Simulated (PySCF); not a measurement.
**How methods differ on the ionisation energy of Ni**

Ni [Ar] 3d8 4s2 (3F) → Ni+ [Ar] 3d9 (2D), as a difference of total energies. Calculation: PySCF 2.14, in def2-TZVPPD (6s6p4d2f1g, 67 functions); the non-relativistic Hamiltonian (point nucleus). Correlated levels: valence and next inner shell: [Ne] frozen. The calculations carry no spin-orbit coupling.

```csv
method,ionisation energy (eV)
UHF,7.715
MP2 (valence and next inner shell),5.892
SCS-MP2 (valence and next inner shell),6.225
CCSD (valence and next inner shell),7.090
CCSD(T) (valence and next inner shell),7.099
```

Question: How much does correlation contribute at CCSD(T) (valence and next inner shell)?

Answer: 7.099 − (7.715) = -0.616 eV, measured against UHF.

A first-order spin-orbit estimate (lowest level to lowest level, LS coupling) adds 0.048 eV.

These non-relativistic numbers lack the scalar-relativistic shift.

Errors of the correlated levels include the incompleteness of this basis and the frozen core.

For comparison: 7.640 eV (measured; NIST Atomic Spectra Database, ionization energies).
